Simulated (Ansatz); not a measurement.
A nudged elastic band was laid between two geometries of CH3ClZn + H2 (8 atoms, charge 0, multiplicity 1).

Theory: RKS PBE-D4/def2-SVP (Ansatz 0.2.0).

| Property | Result |
| --- | --- |
| movable images | 5 |
| climbing image | yes |
| spring | 5.0 eV/Å² |
| optimiser | quadratic models (default) |
| start path | through a guess of the saddle point |
| force threshold | 0.05 eV/Å |
| iteration limit | 60 |
| end points | relaxed |

Image 0:

```xyz
8
Properties=species:S:1:pos:R:3
Zn 0.156 -0.142 0.538
C 0.442 -0.396 2.429
H -0.479 -0.777 2.914
H 1.258 -1.126 2.606
H 0.718 0.562 2.912
Cl -0.149 0.127 -1.555
H -1.975 1.754 -0.027
H -2.366 2.102 0.538
```

Image 6:

```xyz
8
Properties=species:S:1:pos:R:3
Zn -0.809 0.716 -0.581
C -0.073 0.062 2.478
H -0.543 -0.727 3.094
H 0.443 -0.404 1.616
H 0.663 0.622 3.085
Cl 0.706 -0.630 -1.229
H -1.922 1.703 -0.241
H -0.860 0.763 2.134
```

(1) What changes between the two ends?

(2) Give the energies along the band, and the barrier.

(3) What is the geometry of the highest image?

Results:

(1) Bonds broken: Zn1–C2, H7–H8. Bonds formed: Zn1–H7, C2–H8. CH3ClZn + H2 becomes CH4 + ClHZn.

(2) The forces met the threshold. The highest image is number 3 of 0 to 6, 1.83 eV above the first end and 2.20 eV above the last; the last end lies 0.37 eV below the first. Neighbouring images differ by up to 1.6 eV, so the band resolves the path poorly. A vibrational analysis at the climbing image gives 2 clearly imaginary modes (1504i, 145i cm⁻¹): a point of higher order, so a lower path passes nearby. The orbitals stay closed-shell, which can raise the energy where a bond breaks towards radicals; this wasn't checked here.

| image | path coordinate (Å) | energy (eV) | Zn1–C2 (Å) | H7–H8 (Å) | Zn1–H7 (Å) |
| --- | --- | --- | --- | --- | --- |
| 0 | 0.00 | 0.00 | 1.93 | 0.77 | 2.91 |
| 1 | 1.01 | 0.02 | 1.93 | 0.77 | 2.65 |
| 2 | 2.03 | 0.24 | 1.94 | 0.78 | 2.50 |
| 3 | 3.05 | 1.83 | 2.16 | 1.13 | 1.77 |
| 4 | 3.74 | 0.21 | 2.60 | 1.72 | 1.56 |
| 5 | 4.44 | -0.31 | 3.06 | 2.24 | 1.53 |
| 6 | 5.14 | -0.37 | 3.21 | 2.77 | 1.53 |

(3) 
```xyz
8
Properties=species:S:1:pos:R:3
Zn -0.434 0.387 0.109
C -0.010 0.011 2.198
H -0.767 -0.490 2.836
H 0.773 -0.745 1.969
H 0.475 0.819 2.785
Cl 0.320 -0.249 -1.763
H -1.696 1.461 0.730
H -1.057 0.911 1.490
```

Run time: 73 s on 2 threads of Arm Neoverse V1, on a shared host, peak memory 0.13 GiB.
